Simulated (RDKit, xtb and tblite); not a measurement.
Relaxed torsion scan: SMILES [SiH2]([SiH3])[SiH2]c1ccccc1 (C6H12Si3), singlet. Scanned: dihedral Si1–Si2–Si3–C4 and dihedral Si2–Si3–C4–C5; all other coordinates were relaxed at GFN2-xTB. GFN2-xTB can order the conformers of Si and Ge chains otherwise than DFT does. Points at φ and −φ are mirror images. Heavy atoms are numbered in the order of the SMILES [SiH3][SiH2][SiH2]c1ccccc1, hydrogens after them in the order of the atoms that carry them; the mirror image has the same energies with the sign of each dihedral reversed.

Levels: GFN2-xTB (xtb and tblite); MMFF94 // GFN2-xTB (RDKit); UFF // GFN2-xTB (RDKit).

Energies in kcal/mol at chosen points (x: dihedral Si1–Si2–Si3–C4 (°); y: dihedral Si2–Si3–C4–C5 (°)), relative to x = -60, y = -90:

```csv
method,"(-30, 0)","(60, -30)","(0, 90)","(-30, -90)","(-150, 90)","(-60, 120)","(180, 180)"
GFN2-xTB,0.7,0.3,-0.2,-0.2,0.8,0.2,1.2
MMFF94,8.2,5.3,1.4,0.8,1.6,0.5,3.0
UFF,4.4,2.1,0.9,0.4,1.3,0.3,1.3
```

MMFF94 has few fitted parameters for silicon.
